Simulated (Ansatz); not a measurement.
C2HCl2In, SMILES `C#[C][In]([Cl])[Cl]`. Total charge 0; spin multiplicity 1. In: def2 effective core potential. Geometry: relaxed with PBE0-D4/def2-TZVP.

```xyz
6

C    -1.195   -1.061    1.314
C    -0.499   -0.442    0.547
In    0.688    0.611   -0.757
Cl    2.438   -0.348   -1.902
Cl    0.379    2.849   -1.194
H    -1.810   -1.609    1.992
```

Task: What is the dipole moment at r2SCAN/def2-TZVPP? (Estimate.)

Result: Ansatz gave: 2.71 D, with components (-1.56, -1.39, 1.72) D in this frame, pointing from negative to positive charge.

Task: And with PBE, B3LYP, ωB97M-V? (An estimate is asked.)

Result: Computed: PBE 2.55 D, B3LYP 2.64 D, ωB97M-V 2.67 D.

Task: Give the Mulliken charges with r2SCAN, PBE, B3LYP in def2-TZVPP. (Best estimate.)

Result: Computed: 
| atom | r2SCAN | PBE | B3LYP |
| --- | --- | --- | --- |
| C1 | 0.05 | 0.15 | 0.17 |
| C2 | -0.45 | -0.46 | -0.57 |
| In3 | 0.88 | 0.74 | 0.83 |
| Cl4 | -0.35 | -0.32 | -0.34 |
| Cl5 | -0.35 | -0.32 | -0.34 |
| H6 | 0.22 | 0.21 | 0.25 |

B3LYP here is the variant with VWN-RPA as its local correlation; programs differ in this.
